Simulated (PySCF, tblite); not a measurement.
C₅H₄F₄O₂.
Structure used (PBE0-D3(BJ)/def2-SVP), in Å, numbered top down from 1:
```
atom  x, y, z in Å
C1    -0.8164    1.6693   -0.4226
C2    -0.1143    0.5366   -0.3136
O3    -0.6155   -0.7270   -0.1973
C4    -1.8580   -0.8893    0.3546
F5    -1.9829   -2.1733    0.6558
F6    -2.8125   -0.5736   -0.5369
C7     1.3797    0.5533   -0.3086
O8     2.0193    1.5334   -0.5776
C9     2.0661   -0.7572    0.1126
F10    3.3888   -0.6170    0.0102
F11    1.7450   -0.9833    1.4081
H12   -0.2519    2.6001   -0.4932
H13   -1.9054    1.6929   -0.4659
H14   -1.9883   -0.2591    1.2538
H15    1.7358   -1.6213   -0.4887
```

Jobs on this species (15 atoms, 86 electrons) with PySCF (density fitting) and tblite. Hardware of each: an Arm Neoverse V2 with one thread, on a shared host. The host was shared with other jobs, so the times are rough.

**Question.** Rank these jobs by wall time, shortest first.
A. GFN2-xTB; L-BFGS relaxation
B. PBE0-D3(BJ)/def2-SVP, grid level 1; geometry optimisation from a GFN2-xTB start shaken at random; 174 basis functions
C. PBE0/pcSseg-1, IEF-PCM chloroform; shieldings, charges and field gradients; 207 basis functions
D. wB97X-D/def2-SVPD; 10 singlets by full TDDFT, 4 Tamm–Dancoff triplets, polarisability, dynamic polarisability, density and orbital grids written; 270 basis functions
E. wB97X-D/def2-SVPD, IEF-PCM chloroform; 6 singlets by full TDDFT, polarisability; 270 basis functions

**Answer.** A (0.62 s), C (30 s), E (65 s), D (1.8 min), B (3.0 min).

All jobs:

```
                   level and settings                                                                                                                           work  basis functions  SCF cycles  wall time
                             GFN2-xTB                                                                                                              L-BFGS relaxation                –           –     0.62 s
    PBE0/pcSseg-1, IEF-PCM chloroform                                                                                        shieldings, charges and field gradients              207          14       30 s
                        PBE0/pcSseg-1                                                     shieldings, charges and field gradients, density and orbital grids written              207          16       36 s
wB97X-D/def2-SVPD, IEF-PCM chloroform                                                                                       6 singlets by full TDDFT, polarisability              270          15       65 s
                    wB97X-D/def2-SVPD  10 singlets by full TDDFT, 4 Tamm–Dancoff triplets, polarisability, dynamic polarisability, density and orbital grids written              270          14    1.8 min
                          B3LYP/pcJ-1                                                    spin–spin couplings from 8 perturbed nuclei, spin–dipole term for 4 of them              337          15    1.9 min
                     wB97X-D/pcSseg-2                                                                                                                     shieldings              452          15    2.4 min
   PBE0-D3(BJ)/def2-SVP, grid level 1                                                                   geometry optimisation from a GFN2-xTB start shaken at random              174          93    3.0 min
```

**Question.** What do all jobs in the table cost together?

**Answer.** About 11 min; the longest takes about 27 % of that, and about 290 times as long as the shortest.
